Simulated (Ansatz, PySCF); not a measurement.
Donor–acceptor adduct: AlH3 (SMILES [AlH3]) (first 4 atoms) with CH4O (SMILES CO); geometry from B3LYP-D3(BJ)/def2-TZVP.
(charge 0, multiplicity 1):
```xyz
10

Al    -0.934    -0.210     0.663
H     -1.004    -1.797     0.738
H     -0.200     0.498    -0.562
H     -2.127     0.592     1.361
C      0.283    -0.126     3.402
O      0.516     0.122     1.997
H      1.229    -0.085     3.938
H     -0.135    -1.127     3.463
H     -0.428     0.597     3.802
H      0.957     0.969     1.860
```

Monomers are frozen at their geometry in the pair; levels with a basis set take the counterpoise correction. Rows marked so take none.

Rows in 6-31G* carry no dispersion term and start afresh at each structure (6-31G* with six Cartesian d functions).

Codes used: Ansatz (Gaussian basis) for Hartree–Fock, density functionals and correlated methods; PySCF for 6-31G* rows, the dispersion terms. 

Question: Give the interaction energy at the level M06-2X/6-31G* (no counterpoise).

Answer: -33.2 kcal/mol

Question: Give the interaction energy at the level r2SCAN/def2-TZVPPD.

Answer: -28.3 kcal/mol

Question: What is the computed interaction energy (BHLYP-D3(BJ)/def2-TZVPPD)?

Answer: -28.9 kcal/mol

Ansatz is a first-principles code.
